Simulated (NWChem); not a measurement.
System meant: C₃H₈Te; SMILES CC[Te]C

The following NWChem deck was run.

```
start job
memory heap 200 mb stack 900 mb global 1100 mb
geometry units angstroms noautoz
  Te     0.283915    -0.560220     0.005466
  C     -1.862307    -0.672961    -0.134432
  H     -2.147503    -1.707764     0.098722
  H     -2.184580    -0.429021    -1.155070
  H     -2.331558     0.002863     0.591712
  C      0.400570     1.523835    -0.582577
  C     -0.163651     2.504271     0.425336
  H     -0.099647     1.598629    -1.559708
  H      1.474603     1.692436    -0.756531
  H      0.352918     2.430264     1.393863
  H     -1.236018     2.333870     0.607031
  H     -0.055212     3.540081     0.060358
end
basis spherical
  * library def2-svp
end
dft
  xc b3lyp
  iterations 150
  mulliken
end
task dft energy
```

End of the output:

```
             Grid Information
             ----------------
          Grid used for XC integration:  medium
          Radial quadrature: Mura-Knowles
          Angular quadrature: Lebedev.
          Tag              B.-S. Rad. Rad. Pts. Rad. Cut. Ang. Pts.
          ---              ---------- --------- --------- ---------
          Te                  1.40      123          11.0       590
          C                   0.70       49          12.0       434
          H                   0.35       45          13.0       434
          Grid pruning is: on
          Number of quadrature shells:   630
          Spatial weights used:  Erf1

          Convergence Information
          -----------------------
          Convergence aids based upon iterative change in
          total energy or number of iterations.
          Levelshifting, if invoked, occurs when the
          HOMO/LUMO gap drops below (HL_TOL):  1.00D-02
          DIIS, if invoked, will attempt to extrapolate
          using up to (NFOCK): 10 stored Fock matrices.

                    Damping( 0%)  Levelshifting(0.5)       DIIS
                  --------------- ------------------- ---------------
          dE  on:    start            ASAP                start
          dE off:    2 iters        150 iters           150 iters

      Screening Tolerance Information
      -------------------------------
          Density screening/tol_rho:  1.00D-10
          AO Gaussian exp screening on grid/accAOfunc:  14
          CD Gaussian exp screening on grid/accCDfunc:  20
          XC Gaussian exp screening on grid/accXCfunc:  20
          Schwarz screening/accCoul:  1.00D-08

      Superposition of Atomic Density Guess
      -------------------------------------

      charge =      52.0 Te (Tellurium)

      symmetry species            s     p     d     f
      number of basis functions =10     7     6
      number of cont. functions = 4     4     2
      number of closed shells   = 5     3     2
      number of open shells     = 0     1     0
      open shell occupation     = 0     4     0
 ------------------------------------------------------------------------
 atomscf:atomd: error in atom scf                   0
 ------------------------------------------------------------------------
 ------------------------------------------------------------------------
  current input line :
    25: task dft energy
 ------------------------------------------------------------------------
 ------------------------------------------------------------------------
 This error has not yet been assigned to a category
 ------------------------------------------------------------------------
 For more information see the NWChem manual at https://nwchemgit.github.io

0:atomscf:atomd: error in atom scf:Received an Error in Communication
```

Task: Can this run be used? If not, why, and what is the fix?

Result: The program stopped with an error. Cause: the def2 basis of a heavy element holds valence functions alone and wants its effective core potential (without it all electrons must fit into that basis). This input runs:
```
start job
memory heap 200 mb stack 900 mb global 1100 mb
geometry units angstroms noautoz
  Te     0.283915    -0.560220     0.005466
  C     -1.862307    -0.672961    -0.134432
  H     -2.147503    -1.707764     0.098722
  H     -2.184580    -0.429021    -1.155070
  H     -2.331558     0.002863     0.591712
  C      0.400570     1.523835    -0.582577
  C     -0.163651     2.504271     0.425336
  H     -0.099647     1.598629    -1.559708
  H      1.474603     1.692436    -0.756531
  H      0.352918     2.430264     1.393863
  H     -1.236018     2.333870     0.607031
  H     -0.055212     3.540081     0.060358
end
basis spherical
  * library def2-svp
end
ecp
  Te library def2-ecp
end
dft
  xc b3lyp
  iterations 150
  mulliken
end
task dft energy
```
It converges to -387.14377 Ha (B3LYP/def2-SVP with def2 effective core potentials on Te).
